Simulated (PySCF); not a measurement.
AlCl₂, SMILES [Cl][Al][Cl], multiplicity 2. Geometry: B3LYP-D3(BJ)/def2-TZVP. The spin state was assumed, not searched. The isomer is the one that the SMILES or the coordinates give; other isomers of the formula were not compared.

Computed equilibrium geometry at B3LYP-D3(BJ)/def2-TZVP (PySCF confirms it by a frequency run) as a Z-matrix, and its point group:
point group C2v.
```
Al
Cl 1 2.1140
Cl 1 2.1140 2 118.91
```
Charge 0, spin multiplicity 2.
